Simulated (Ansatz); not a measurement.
Results of the Gaussian-basis code of Ansatz.

A structure relaxed at PBE0-D4/def2-TZVP, charge 0, multiplicity 1:

```xyz
12

C     1.622    0.416    0.474
B     0.257   -0.112   -0.062
Al   -0.128   -1.945   -1.050
Ge   -1.403    1.085    0.309
H     2.520    0.038   -0.019
H     1.701    1.498    0.607
H     1.640   -0.006    1.497
H    -0.257   -2.018   -2.638
H    -0.402   -3.278   -0.219
H    -1.256    1.963    1.571
H    -2.737    0.319    0.425
H    -1.557    2.043   -0.894
```

**Question.** Give its formula and SMILES.

**Answer.** CH8AlBGe, `C[B]([AlH2])[GeH3]`.

**Question.** Summarise the bond lengths by kind.

**Answer.** 1 × B–C 1.558 Å; 3 × C–H 1.092 to 1.107 Å; 1 × Al–B 2.118 Å; 1 × B–Ge 2.079 Å; 2 × Al–H 1.594 to 1.595 Å; 3 × Ge–H 1.543 to 1.546 Å.
